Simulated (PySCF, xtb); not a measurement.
C2H6ClFSi2, SMILES F[SiH2]/C=C(/[SiH3])Cl. One conformer was computed; it need not be the lowest.

Harmonic wavenumbers (cm⁻¹) from GFN2-xTB (xtb) at its own minimum, in rising order: 54, 80, 86, 125, 151, 199, 330, 346, 518, 519, 564, 579, 581, 720, 756, 760, 772, 774, 778, 794, 822, 879, 1198, 1626, 2274, 2280, 2282, 2319, 2337, 3047.

### Question
What does PySCF with B3LYP-D3(BJ)/def2-SVP give at its own minimum? (The exact figures need the calculation; the answer reports its results.)

### Answer
65, 101, 106, 150, 172, 242, 328, 391, 555, 633, 656, 677, 738, 751, 838, 861, 868, 917, 937, 942, 955, 975, 1198, 1647, 2235, 2242, 2245, 2255, 2259, 3138. Paired by order, the mean absolute difference is 68 cm⁻¹ and the zero-point energies are 40.8 and 43.0 kcal/mol.
